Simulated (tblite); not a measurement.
Run record: tight-binding relaxation, `C#[C][GeH2][O][Si@H](OC)O[SiH3]`.

Computed with GFN2-xTB geometry optimisation, gas phase (tblite 0.8.0). Start geometry: from a force field or distance geometry. A driver script takes a list of jobs; this job's settings line and coordinates (Å) are shown.

Command:
```bash
OMP_NUM_THREADS=1 python probes_run.py task.json out
```

Input:
```
{"job": {"kind": "relax", "xc": "GFN2-xTB", "basis": "xTB"}, "charge": 0, "multiplicity": 1}
C      3.206300     1.658700     0.850200
C      2.670600     1.099800    -0.085300
Ge     1.857400     0.201400    -1.526100
O      0.110600     0.652800    -1.605100
Si    -0.666600    -0.294500    -0.371100
O     -0.923900    -1.897100    -0.983600
C     -1.254500    -2.730400     0.093100
O     -2.184600     0.418700    -0.002100
Si    -1.844300     1.861100     0.856200
H      3.651600     2.157700     1.669500
H      2.028100    -1.330800    -1.384600
H      2.529000     0.651500    -2.843400
H      0.158700    -0.354200     0.852100
H     -0.417000    -2.806000     0.828300
H     -2.198300    -2.394200     0.596400
H     -1.437000    -3.754000    -0.284000
H     -1.029800     2.773600     0.035900
H     -1.150900     1.551800     2.113100
H     -3.115100     2.543300     1.183000
```

Output:
```
step      E/eV     max force
  0    -794.78731    3.046
  1    -795.21186    3.283
  2    -795.01253    7.307
  3    -795.53423    0.725
  4    -795.57632    0.588
  5    -795.64483    0.721
  6    -795.66682    0.710
  7    -795.74949    0.534
  8    -795.76597    0.343
  9    -795.80086    0.343
... (206 lines left out)
216    -796.33629    0.061
217    -796.33670    0.059
218    -796.33690    0.036
219    -796.33710    0.035
220    -796.33725    0.026
221    -796.33734    0.017
222    -796.33740    0.015
223    -796.33744    0.014
224    -796.33748    0.010
225    -796.33750    0.009
```

«max force» is the largest atomic force in eV/Å.

Question: From which step on does the largest force stay under 0.1 eV/Å, and how much energy is left to gain from there?

Answer: From step 162 (0.080 eV/Å), 10.3 meV above the end.

In short: energy lowered by 35.7 kcal/mol over 225 steps; largest atomic force 0.009 eV/Å at the end.

The run took 4.1 s of wall time on an Arm Neoverse N1 with one thread, no GPU, shared host.
Labels such as C1 count atoms from 1, the log's own numbers from 0.
